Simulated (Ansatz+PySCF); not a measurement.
## singlet Cl(-): levels of theory in one basis

A single Cl atom.

Basis set: def2-SVP (spherical functions). Correlated methods keep 5 orbitals frozen. Charge -1, multiplicity 1.

Computed with Ansatz (development build ahead of 0.2.0); each method stands on the lowest determinant of its kind that the runs found.

```tsv
method	E − E(RHF) (eV)	<S²> of the determinant
RHF	0.00	0.00
RHF-CCSD	-3.86	–
RHF-CCSD(T)	-3.89	–
```

Question: What does RHF-MP2 give on the same scale?

Answer: -3.53 eV.

Question: Is a single determinant a sound starting point here?

Answer: By this sign, yes. Unrestricted orbitals gain 0.00 eV and <S²> is 0.00 against 0.00 for a pure state.

Caution: no diffuse functions for an anion.
